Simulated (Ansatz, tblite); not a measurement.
Forces on the cluster B8N⁺ at its PBE0-D4/def2-SVP geometry. Charge 1, multiplicity 1.

The xTB rows come from tblite. The restricted singlet is unstable towards broken spin symmetry in Hartree–Fock (as tested in another run); at PBE-D4/def2-TZVP this wasn't settled. Another isomer (singlet) lies 5.46 eV lower at PBE0-D4/def2-TZVP; other spin states weren't run for this one.

GFN1-xTB (tblite), largest force 2.02 eV/Å:

```xyz
9
positions Å, forces eV/Å
N     0.300   -0.200   -0.187   -1.493    0.997    0.931
B     1.435   -0.959   -0.895    0.697   -0.465   -0.434
B     0.140   -1.696   -0.342   -0.308    0.085    0.173
B    -0.302    2.099    0.490    1.084   -1.124   -0.739
B     1.070    2.101   -0.220   -1.312   -0.810    0.550
B    -0.951    0.635    0.593    0.022   -0.015   -0.014
B    -1.889   -0.636    0.876    1.419   -0.547   -0.821
B     1.480    0.614   -0.668   -0.207    0.259    0.148
B    -1.284   -1.958    0.353    0.098    1.621    0.207
```

GFN2-xTB (tblite), largest force 1.73 eV/Å:

```
N 0.585 -0.391 -0.365
B -1.279 0.854 0.797
B -0.146 1.010 0.236
B 1.046 -0.902 -0.685
B -1.119 -0.745 0.461
B 0.477 -0.318 -0.297
B 1.216 -0.609 -0.726
B -0.909 -0.305 0.421
B 0.129 1.407 0.157
```

PBE-D4/def2-TZVP (Ansatz), largest force 0.42 eV/Å:

```
N -0.161 0.107 0.100
B 0.141 -0.094 -0.088
B -0.251 -0.317 0.080
B -0.075 -0.330 -0.014
B 0.009 -0.297 -0.052
B -0.313 0.209 0.195
B 0.243 0.218 -0.091
B 0.154 0.382 -0.019
B 0.253 0.122 -0.111
```
